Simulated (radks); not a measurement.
The mercury ion Hg+, configuration [Xe] 4f14 5d9.75 6s1 6p0.25 (fractional occupations, a model configuration).

All-electron calculation, scalar-relativistic Kohn-Sham, PBE, spin-polarised, spherical densities, finite nucleus; open shells are filled with parallel spins first (spin-orbit coupling, left out, can overturn this in heavy ions); Fermi nuclear charge, rms radius 5.4648 fm. Program: a radial shooting solver on a logarithmic mesh with Libxc functionals.

Energy parts (hartree):
total: -19617.4874
kinetic: 22008.1762
electron-nucleus: -48830.6078
Hartree: 7574.8982
exchange-correlation: -369.9540

Orbitals (lengths in bohr, moments of r in powers of bohr; r(max) is where P^2 peaks):
| orbital | occ. | eigenvalue (hartree) | r(max) | <r> |
|---|---|---|---|---|
| 1s up | 1 | -3055.565 | 0.01023 | 0.01659 |
| 1s down | 1 | -3055.564 | 0.01023 | 0.01659 |
| 2s up | 1 | -541.9015 | 0.05915 | 0.06994 |
| 2s down | 1 | -541.9006 | 0.05915 | 0.06994 |
| 2p up | 3 | -467.5145 | 0.04906 | 0.06328 |
| 2p down | 3 | -467.5136 | 0.04906 | 0.06328 |
| 3s up | 1 | -128.8891 | 0.1668 | 0.1807 |
| 3s down | 1 | -128.8884 | 0.1668 | 0.1807 |
| 3p up | 3 | -107.3845 | 0.1664 | 0.1821 |
| 3p down | 3 | -107.3838 | 0.1664 | 0.1821 |
| 3d up | 5 | -84.71427 | 0.1355 | 0.1650 |
| 3d down | 5 | -84.71340 | 0.1355 | 0.1650 |
| 4s up | 1 | -28.63597 | 0.3757 | 0.3993 |
| 4s down | 1 | -28.63461 | 0.3757 | 0.3993 |
| 4p up | 3 | -21.58239 | 0.3958 | 0.4254 |
| 4p down | 3 | -21.58096 | 0.3958 | 0.4254 |
| 4d up | 5 | -13.19984 | 0.4028 | 0.4489 |
| 4d down | 5 | -13.19816 | 0.4028 | 0.4489 |
| 5s up | 1 | -4.72465 | 0.8277 | 0.9018 |
| 5s down | 1 | -4.71877 | 0.8276 | 0.9014 |
| 4f up | 7 | -3.90746 | 0.3666 | 0.4826 |
| 4f down | 7 | -3.90538 | 0.3665 | 0.4824 |
| 5p up | 3 | -2.82980 | 0.9282 | 1.039 |
| 5p down | 3 | -2.82175 | 0.9280 | 1.038 |
| 5d up | 5 | -0.74066 | 1.161 | 1.465 |
| 5d down | 4.75 | -0.72116 | 1.157 | 1.450 |
| 6s up | 1 | -0.58049 | 2.129 | 2.479 |
| 6s down | 0 | -0.54097 | 2.120 | 2.483 |
| 6p up | 0.25 | -0.30367 | 2.797 | 3.369 |
| 6p down | 0 | -0.26623 | 2.833 | 3.393 |
| 7s up | 0 | -0.14753 | 5.779 | 6.331 |

The highest occupied level is 6p up at -8.263 eV. The configuration is held as typed, so some empty levels lie below it. Spin moment in Bohr magnetons: 1.5. The electron density at the nucleus is 2.5e+06 e/bohr^3 (large components only). The spin density at the nucleus is 190.2 e/bohr^3 (1s 0.5, 2s 0.1, 3s 0.1, 4s 0.1, 5s -1.4, 6s 190.7). The density falls to 0.001 e/bohr^3 at r = 4.00 bohr.
